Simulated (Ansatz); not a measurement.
## InH2Cl (SMILES [H][In]([H])[Cl]): methods side by side

InH2Cl: 4 atoms, total charge 0, spin state singlet. SMILES: `[H][In]([H])[Cl]`. Geometry: a GFN2-xTB relaxation, a rough one for these elements and not checked as a minimum.

Quantity: the vertical ionisation energy (to the doublet cation), in eV. The values are calculated.

```csv
level,kind,program,value (eV),less FCI/STO-3G,CPU time (all runs)
SVWN5/STO-3G,LDA,Ansatz,7.65,-0.21,3.4 s
revPBE/STO-3G,GGA,Ansatz,7.62,-0.24,5.6 s
BHLYP/STO-3G,global hybrid,Ansatz,8.50,+0.64,6.6 s
r2SCAN0/STO-3G,hybrid meta-GGA,Ansatz,8.29,+0.43,16 s
CAM-B3LYP/STO-3G,range-separated hybrid,Ansatz,8.35,+0.49,7.6 s
B2PLYP/STO-3G,double hybrid,Ansatz,8.15,+0.29,8.1 s
RPA@PBE/STO-3G,RPA,Ansatz,7.21,-0.65,8.6 s
MP2/STO-3G,perturbation theory,Ansatz,8.25,+0.39,3.5 s
CCSDT/STO-3G,coupled cluster or CI,Ansatz,7.86,0.00,5.9 s
FCI/STO-3G,exact in the basis,Ansatz,7.86,0.00,51 s
```

FCI/STO-3G is exact within its basis and frozen core, so for wave-function methods in that basis the difference is their error; functionals converge differently with the basis, so for them it is only a difference. All-electron rows without a relativistic Hamiltonian named are non-relativistic. Spin-orbit coupling, which can split open shells on such heavy atoms by tenths of an eV, is left out. The values span 7.21 to 8.50 eV. All rows use very small basis sets, so none should be taken for the real molecule's value. In the correlated wave-function rows the outer d shell of In is correlated, in sets not made for it. In so small a basis fixed costs decide the times, and correlated methods can beat functionals. CPU times are rough (shared hosts, several kinds of processor and program).
